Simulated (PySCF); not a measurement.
An unknown gives this computed stick spectrum. The calculation used TDDFT PBE0/def2-SVPD, vertical, gas phase, core orbitals frozen in the response (PySCF 2.14.0, density-fitted response routines). Geometries: PBE0-D3(BJ)/def2-SVP, one conformer each. Relativistic effects are left out although some hold elements past zinc.

```tsv
state	E (eV)	λ (nm)	f
S1	4.51	275.0	0.174
S2	5.05	245.7	0.147
S3	5.88	210.7	0.011
S4	6.04	205.2	0.017
S5	6.24	198.6	0.236
S6	6.29	197.0	0.0094
```

Orbital energies (eV): HOMO-3 -10.11, HOMO-2 -9.65, HOMO-1 -8.73, HOMO -7.03, LUMO -1.67, LUMO+1 -0.69, LUMO+2 0.12.

Task: Which candidate is it? All have the formula C4H4FNSe.
A. `FCc1cn[se]c1`
B. `c1[se]c(F)c(C)n1`
C. `CC1=C(F)C=N[Se]1`
D. `C[Se]/C(F)=C/C#N`

Result: D. Its S1, at 4.51 eV, is the lowest among the candidates; the nearest of the others has S1 at 4.83 eV. S1 is HOMO→LUMO (76%), HOMO→LUMO+1 (18%). Löwdin shares by element: HOMO selenium 48%, carbon 26% or more, nitrogen 8% (atoms not listed hold the other 17%); LUMO carbon 47% or more, selenium 14%, nitrogen 13% (atoms not listed hold the other 25%). At the same level the other candidates give, for their lowest levels:
- `FCc1cn[se]c1`: 5.15 eV (f 0.126); 5.20 eV (f 0.000); 5.26 eV (f 0.001); 5.98 eV (f 0.023); 6.04 eV (f 0.002); HOMO -7.44, LUMO -1.49 eV
- `Cc1nc[se]c1F`: 4.87 eV (f 0.000); 5.13 eV (f 0.054); 5.15 eV (f 0.000); 5.63 eV (f 0.000); 5.77 eV (f 0.028); HOMO -6.97, LUMO -1.04 eV
- `Cc1[se]ncc1F`: 4.83 eV (f 0.003); 5.01 eV (f 0.096); 5.30 eV (f 0.002); 5.44 eV (f 0.002); 5.68 eV (f 0.083); HOMO -7.12, LUMO -1.31 eV

Conformer computed: `[CH3:1][Se:2]/[C:3]([F:4])=[CH:5]/[C:6]#[N:7]`: C1–Se2–C3–F4 -29°.
